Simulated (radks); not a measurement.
Spherical quantum dot in the effective-mass picture: electrons in a parabolic well V = omega^2 r^2 / 2 with omega = 2.73, all in effective atomic units (hartree* = m*/eps^2 hartree, bohr* = eps/m* bohr), one dielectric constant everywhere. Calculated with a radial shooting solver with Libxc functionals: non-relativistic Kohn-Sham, LDA (Slater exchange, Perdew-Wang correlation), spin-polarised, spherical densities. Levels are named by radial order and angular momentum (1s, 1p, 1d, 2s, ...), and open shells are averaged over m. Each electron was tried in the lowest free levels, single moves between levels near the top were tried too, and the lowest total energy was kept; such a search can miss a lower state. At N = 1 the Hartree and exchange-correlation terms need not cancel, so that row can carry a self-interaction error.

N,open shells,2S,E (hartree*),mu = E(N) - E(N-1) (hartree*),addition energy mu(N+1) - mu(N) (hartree*),e(HOMO) (hartree*),rms radius (bohr*)
1,"1s(up 1, down 0)",1,4.15977,4.1598,1.220,4.6245,0.7450
2,none,0,9.53919,5.3794,3.354,5.8415,0.7736
3,"1p(up 1, down 0)",1,18.2728,8.7336,0.8033,9.1305,0.8655
4,"1p(up 2, down 0)",2,27.8096,9.5369,0.8172,9.9450,0.9159
5,"1p(up 3, down 0)",3,38.1637,10.354,1.043,10.763,0.9510
6,"1p(up 3, down 1)",2,49.5604,11.397,0.7582,11.773,0.9805
7,"1p(up 3, down 2)",1,61.7154,12.155,0.7684,12.539,1.005
8,none,0,74.6388,12.923,2.876,13.308,1.027
9,"1d(up 1, down 0)",1,90.4381,15.799,0.6694,16.134,1.063
10,"1d(up 2, down 0)",2,106.907,16.469,0.6691,16.803,1.093
11,"1d(up 3, down 0)",3,124.044,17.138,0.6667,17.472,1.119
12,"1d(up 4, down 0)",4,141.849,17.804,0.6631,18.137,1.143
13,"1d(up 5, down 0)",5,160.316,18.468,0.8420,18.798,1.164
14,"1d(up 5, down 1)",4,179.626,19.310,0.6331,19.626,1.183
15,"1d(up 5, down 2)",3,199.569,19.943,0.6329,20.259,1.202
16,"1d(up 5, down 3)",2,220.144,20.576,0.6311,20.891,1.219
17,"1d(up 5, down 4)",1,241.351,21.207,0.6282,21.521,1.235
18,none,0,263.185,21.835,0.8296,22.148,1.250
19,"2s(up 1, down 0)",1,285.850,22.664,0.7068,22.986,1.264
20,none,0,309.221,23.371,2.182,23.690,1.279
21,"1f(up 1, down 0)",1,334.774,25.553,0.5658,25.836,1.297
22,"1f(up 2, down 0)",2,360.893,26.119,0.5639,26.401,1.315
23,"1f(up 3, down 0)",3,387.575,26.683,0.5617,26.964,1.331
24,"1f(up 4, down 0)",4,414.820,27.244,0.5593,27.524,1.346
25,"1f(up 5, down 0)",5,442.623,27.804,0.5567,28.082,1.361
26,"1f(up 6, down 0)",6,470.984,28.360,0.5541,28.638,1.375
27,"1f(up 7, down 0)",7,499.898,28.914,0.6954,29.191,1.389
28,"1f(up 7, down 1)",6,529.508,29.610,0.5394,29.880,1.402
29,"1f(up 7, down 2)",5,559.657,30.149,0.5379,30.419,1.415
30,"1f(up 7, down 3)",4,590.344,30.687,0.5361,30.956,1.427
31,"1f(up 7, down 4)",3,621.568,31.223,0.5341,31.491,1.439
32,"1f(up 7, down 5)",2,653.325,31.757,-,32.024,1.450

All shells are closed at N = 2, 8, 18, 20 (there: 1s2 1p6 1d10 2s2); the second difference of the energy has clear peaks (12 % above both neighbours; the first and last values, which can be the largest, are not judged, and half-filled shells can peak too) at N = 2, 5, 8, 13, 18, 20, 27.
